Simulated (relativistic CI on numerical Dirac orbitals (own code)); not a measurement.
Slater and spin-orbit integrals, Co I

Method of calculation: Dirac-Coulomb-Breit CI, separate exchange-only KLI orbitals for each configuration, model QED, valence Slater integrals scaled by 0.85, P86 correlation energy added to each configuration (own radial code, finite nucleus).

Slater integrals F^k, G^k are unscaled and averaged over j, outside the closed core [Ar]; ζ comes from projecting the Hamiltonian with its Breit term on Σ l·s of the shell.

- 3d⁷4s²: F^2(3d,3d) = 88908, F^4(3d,3d) = 54993, ζ(3d) = 506.57 cm⁻¹; <r>(3d) = 1.053, <r^2>(3d) = 1.488 (bohr units).
- 3d⁸4s: F^2(3d,3d) = 80660, F^4(3d,3d) = 49572, ζ(3d) = 455.64, G^2(3d,4s) = 10607 cm⁻¹; <r>(3d) = 1.154, <r^2>(3d) = 1.87, <r>(4s) = 3.141, <r^2>(4s) = 11.7 (bohr units).
- 3d⁷4s4p: F^2(3d,3d) = 89865, F^4(3d,3d) = 55630, ζ(3d) = 510.55, G^2(3d,4s) = 10311, F^2(3d,4p) = 10345, G^1(3d,4p) = 4367, G^3(3d,4p) = 3357.4, G^1(4s,4p) = 31698, ζ(4p) = 203.39 cm⁻¹; <r>(3d) = 1.042, <r^2>(3d) = 1.44, <r>(4s) = 2.862, <r^2>(4s) = 9.587, <r>(4p) = 4.261, <r^2>(4p) = 21.64 (bohr units).

(1) Give the Racah parameters of the d shell in 3d⁷4s².

In this model ζ of a weakly bound d, f or g electron outside closed shells comes out too small, for d by up to a factor of two or three and at times with the wrong sign; that of an outer p electron is too small as well.

Correlation outside the listed configurations is missing or only estimated: errors of thousands of cm⁻¹ between configurations and terms are usual at this charge. Rates and lifetimes follow the computed energies and can be off by large factors. The fine structure of a lone outer electron comes out too small, for d and f at times inverted, and misplaced configurations move strength between like terms. 40 of the 67 excited levels that our extract of the measured tables holds in this range could be paired (the sources list more); they are missed by 4396 cm⁻¹ on average and 12280 at most, and levels without a partner can miss by more. Some levels of the ground configuration have no partner and can miss by 10 % or more.

Averages of the first 10 configurations, taken without configuration mixing, which lowers the lowest level and can move excited configurations by several eV; other configurations of the list can lie among them:

```csv
Configuration,Parity,States,Average energy above the lowest level (eV)
3d⁷4s²,even,120,3.0
3d⁸4s,even,90,3.1
3d⁷4s4p,odd,1440,6.0
3d⁸4p,odd,270,6.1
3d⁹,even,10,6.8
3d⁷4p²,even,1800,10.7
3d⁷4s4d,even,2400,9.0
3d⁸4d,even,450,7.9
3d⁸5s,even,90,7.3
3d⁸5p,odd,270,8.1
```

## Answers

(1) B = F²/49 − 5F⁴/441 = 1191 cm⁻¹ and C = 35F⁴/441 = 4365 cm⁻¹; values fitted to spectra at such low charge are typically 15 to 30 % smaller.
